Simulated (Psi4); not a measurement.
Psi4 input (wB97X-D/6-31G*):

```
memory 1500 MB

molecule {
1 1
N     0.22388800    1.42392500   -0.20708900
B     0.13940900    0.07031500    0.05861100
N     0.95879500   -0.82283000    0.72225800
O    -1.12311700   -0.58582100   -0.50193300
H    -0.55562800    2.03142600   -0.40170200
H     1.08701500    1.92930000   -0.07916400
H     0.97303900   -1.81855600    0.56974900
H     1.71913900   -0.50629400    1.30374900
H    -1.62810400   -0.20717700   -1.23923000
H    -1.58635200   -1.30136900   -0.03717800
symmetry c1
no_reorient
no_com
}

set {
  basis 6-31G*
  reference rks
  scf_type pk
  dft_radial_points 99
  dft_spherical_points 590
  e_convergence 1e-8
  d_convergence 1e-7
  maxiter 150
}

e = energy('wb97x-d')
print_out(f'\nFINAL {e:.10f} DIPOLE {variable("CURRENT DIPOLE")[0]:.6f} {variable("CURRENT DIPOLE")[1]:.6f} {variable("CURRENT DIPOLE")[2]:.6f}\n')
```

From the output:

```
       1A    -19.608135     2A    -14.626980     3A    -14.625740
       4A     -7.109038     5A     -1.447612     6A     -1.162581
       7A     -1.137536     8A     -0.954066     9A     -0.917756
      10A     -0.802463    11A     -0.776081    12A     -0.739765
      13A     -0.734618    14A     -0.721696    15A     -0.584980
      16A     -0.521286

    Virtual:

      17A     -0.094418    18A     -0.035053    19A     -0.008175
      20A      0.006804    21A      0.037151    22A      0.038578
      23A      0.096735    24A      0.118526    25A      0.177540
      26A      0.230214    27A      0.345191    28A      0.363593
      29A      0.459552    30A      0.468933    31A      0.620642
      32A      0.634070    33A      0.636839    34A      0.642304
      35A      0.679316    36A      0.729316    37A      0.789393
      38A      0.796857    39A      0.799508    40A      0.809376
      41A      0.861459    42A      0.883009    43A      0.914892
      44A      0.949212    45A      1.073557    46A      1.117236
      47A      1.136402    48A      1.234215    49A      1.284477
      50A      1.304068    51A      1.392107    52A      1.502879
      53A      1.564469    54A      1.644052    55A      1.769616
      56A      1.800321    57A      1.881912    58A      1.954361
      59A      2.040863    60A      2.122460    61A      2.223821
      62A      2.283918    63A      2.346076    64A      2.398435
      65A      2.447148    66A      2.473898    67A      2.740888
      68A      2.750825    69A      3.455499    70A      3.652003
      71A      3.798749    72A      3.888788

    Final Occupation by Irrep:
              A
    DOCC [    16 ]
    NA   [    16 ]
    NB   [    16 ]

  @RKS Final Energy:  -212.96021213671241

   => Energetics <=

    Nuclear Repulsion Energy =            124.2846142859170584
    One-Electron Energy =                -528.1723798837300592
    Two-Electron Energy =                 210.6338878279017877
    DFT Exchange-Correlation Energy =     -19.7035226859843249
    Empirical Dispersion Energy =          -0.0028116808169163
    VV10 Nonlocal Energy =                  0.0000000000000000
    Total Energy =                       -212.9602121367124141

Computation Completed

Properties will be evaluated at   0.000000,   0.000000,   0.000000 [a0]

Properties computed using the SCF density matrix

 Multipole Moments:

 ------------------------------------------------------------------------------------
     Multipole            Electronic (a.u.)      Nuclear  (a.u.)        Total (a.u.)
 ------------------------------------------------------------------------------------

 L = 1.  Multiply by 2.5417464519 to convert [e a0] to [Debye]
 Dipole X            :         -1.1106316           -0.0000019           -1.1106335
 Dipole Y            :         -0.4491581            0.0000038           -0.4491543
 Dipole Z            :         -0.3796547           -0.0000038           -0.3796584
 Magnitude           :                                                    1.2567366

 ------------------------------------------------------------------------------------

FINAL -212.9602121367 DIPOLE -1.110634 -0.449154 -0.379658

*** Psi4 exiting successfully. Buy a developer a beer!
```

The dipole moment of an ion depends on the origin.

The geometry given is a B3LYP-D3(BJ)/def2-TZVP minimum.
